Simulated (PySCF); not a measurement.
C6H9BO2S.
Atom-mapped SMILES: `[CH3:1][O:2][B:3]([O:4][CH3:5])[c:6]1[cH:7][cH:8][s:9][cH:10]1` (hydrogens: H11, H12, H13 on C1; H14, H15, H16 on C5; H17 on C7; H18 on C8; H19 on C10)

Torsions of this conformer, `[CH3:1][O:2][B:3]([O:4][CH3:5])[c:6]1[cH:7][cH:8][s:9][cH:10]1`: C1–O2–B3–O4 177°, O2–B3–O4–C5 0°, O2–B3–C6–C7 167°.

The closed-shell ground state was solved at several levels (PySCF, density fitting, gas phase, non-relativistic). Geometry: PBE0-D3(BJ)/def2-SVP, one conformer, isolated molecule.

```csv
level,basis functions,total energy (Eh),HOMO (eV),LUMO (eV),gap (eV),dipole (D)
PBE0/pcSseg-1,222,-806.9490,-6.90,-0.66,6.24,1.41
wB97X-D/pcSseg-1,222,-807.4209,-8.70,1.06,9.76,1.47
```

Problem. Estimate the row for CAM-B3LYP/def2-SVPD, a basis of 285 functions; the other rows only guide the guess.

Solution. Total energy -807.0399 Eh, HOMO -8.15 eV, LUMO 0.36 eV, gap 8.51 eV, dipole 1.29 D.

Problem. Over all these levels, which gives the widest orbital gap and which the narrowest?

Solution. wB97X-D/pcSseg-1 (range-separated hybrid) has the widest, 9.76 eV, and PBE0/pcSseg-1 (global hybrid, 25 % exact exchange) the narrowest, 6.24 eV. The two share the basis. From the narrowest to the widest the HOMO moves by -1.80 eV and the LUMO by +1.72 eV.

Problem. How far do the dipole and the HOMO energy spread over the levels?

Solution. The dipole runs from 1.29 to 1.47 D (mean 1.39 D) and the HOMO from -8.70 to -6.90 eV.

The pairwise dispersion term of wB97X-D wasn't added to the energies; at a given geometry it leaves orbitals and properties as they are.
